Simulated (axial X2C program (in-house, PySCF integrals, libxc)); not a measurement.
# Density and ELF of ZrH⁻

Computed with an in-house relativistic program for diatomic molecules. Two-component (2c) means X2C with spin–orbit coupling and atomic mean-field two-electron Coulomb and Gaunt terms. Basis: Zr dyall-acv3z [12s13p10d6f3g], H dyall-av3z [7s3p2d] (cores contracted in-house); Gaussian nuclei, density fitting, unrestricted open shells. Masses: Zr 89.905 u, H 1.008 u.

PBE0, 2c, state Ω = 1 (⟨Sz⟩ = 1.00, ⟨Lz⟩ = 0.00 at PBE0); Zr at z = 0, H at z = 1.913 Å.

The maps cover the half plane through the axis: z from -2.4 to 4.2 Å along the bond, ρ from 0.15 to 2.25 Å away from it (steps of 0.3 Å, the bottom row nearest the axis).

log10 of the density in e/bohr³:

digits 0 to 9 span -4.84 to 1.60 evenly
```
22333333333322221111000
23333334433333222211100
33333444444333333222110
33333444544433333322110
33334455555444444332211
33344556665555554433221
33344567776555555433221
33445678987656665443221
```

Electron localisation function (collinear form, no current term, damped to 0 at low density):

digits 0 to 9 span 0.00 to 1.00 evenly
```
77776667664210000000000
88776666654210000000000
98764445553100134320000
98742124542002588873000
98620024651016999998300
98510147873029999999610
98411474247259999999820
98412884447569999999830
```

Axial spin density in 10⁻³ e/bohr³:

digits 0 to 9 span -7.53 to 7.53 evenly, values beyond are clipped
```
44445556666555555555555
44445567877655555544455
44445689998655554444444
43345799999765544444444
33334799999855444444444
33233699999755444444444
32223799999865333444444
32224995959985102444444
```

Density functionals use the spin component along the axis (collinear). The state is one determinant with fixed occupations, lowest in a PBE0 search at one distance only: followed along the bond, the 2c determinant Ω = 2 reaches 0.14 eV lower at PBE0, at Re = 1.908 Å, so the state shown is not the lowest. With several unpaired electrons one determinant need not be a pure state. Open-shell Ω = 0 determinants with evenly filled partner blocks cannot be reached by this program, so the Ω shown need not be the lowest component. The highest occupied level of some functionals is positive through self-interaction error; at Hartree–Fock it is bound. The determinant is spin-polarised beyond a pure state at some levels (its spin-free form has ⟨S²⟩ too high), which makes Re and μ there less reliable.
